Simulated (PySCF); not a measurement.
Species: C₅H₁₁SSi (doublet state).
Geometry (GFN2-xTB, Å), atoms numbered from 1 in this order:
```
atom  x, y, z in Å
C1    -3.4039   -0.3105    0.0648
C2    -2.5816    0.9059   -0.0309
C3    -1.1770    0.6282   -0.5567
S4    -0.2644   -0.4136    0.6515
Si5    1.4671   -0.8550   -0.5156
C6     2.9412    0.3155   -0.4937
C7     3.1248   -0.9559    0.3541
H8    -4.1443   -0.4140    0.8318
H9    -3.2832   -1.1038   -0.6467
H10   -2.5176    1.3951    0.9447
H11   -3.0426    1.6323   -0.7227
H12   -1.2202    0.0868   -1.5012
H13   -0.6162    1.5532   -0.6891
H14    1.1640   -1.6295   -1.7038
H15    3.5783    0.3952   -1.3624
H16    2.9075    1.2436    0.0602
H17    3.8619   -1.6583   -0.0036
H18    3.1976   -0.8089    1.4213
```

The hyperfine couplings belong to this conformer and change with its torsions.

Identity: `S([SiH]1CC1)CC[CH2]` [radical].

The calculation used UKS B3LYP, pcH-1 on C H S Si, non-relativistic, mean-field spin-orbit, GIAO (PySCF). Geometry: GFN2-xTB, one conformer, isolated molecule. The geometry wasn't refined by DFT: couplings that depend on bond lengths, twists or pyramidal angles can differ widely from those at the functional's own minimum. No stability test was run, so a lower SCF solution isn't excluded.

Task: Predict the first-order ENDOR lines of H10/H11, H8/H9 and H12/H13 under fast tumbling at B = 348.2 mT (X band).

Result: ν± = |νn ± a/2|, one line for each electron-spin manifold; νn = |g_N| × 7.62259 MHz/T × B.

| nuclei | isotope | g_N | νn (MHz) | a_iso (MHz) | lower line (MHz) | upper line (MHz) |
| --- | --- | --- | --- | --- | --- | --- |
| H10/H11 | 1H | 5.5857 | 14.83 | 91.25 | 30.80 | 60.45 |
| H8/H9 | 1H | 5.5857 | 14.83 | -64.18 | 17.26 | 46.92 |
| H12/H13 | 1H | 5.5857 | 14.83 | -2.13 | 13.76 | 15.89 |

Task: Which pairs are centred on the nuclear Larmor frequency, and which on half the coupling?

Result: Centred on νn, since |a| < 2νn: H12/H13. Centred on |a|/2 and split by 2νn: H10/H11 and H8/H9.

Means are taken over nuclei equivalent by connectivity, which assumes that they swap fast. The 1H value of +91.3 MHz is a mean of couplings from 32.1 to 150.4 MHz in this one geometry, not an average over conformers.
